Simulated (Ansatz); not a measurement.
Ansatz results at the PBE0-D4/def2-TZVP geometry: HOMO energy (PBE/def2-TZVPP) -6.38 eV; size of the dipole moment (ωB97M-V/def2-TZVPP) 1.73 D; HOMO–LUMO gap (PBE0/def2-TZVPP) 7.74 eV.

Each molecule was computed in one conformer, which needn't be the lowest.

Task: Which molecule gave them?
A. `CC(C)OB(S)Cl`
B. `C#CB(C)F`
C. `BrBBr`
D. `FB(F)[SiH3]`

Result: A. The others give `C#CB(C)F`: -7.15, 1.56, 7.02; `FB(F)[SiH3]`: -7.75, 0.92, 7.97; `BrBBr`: -7.26, 0.39, 6.50.
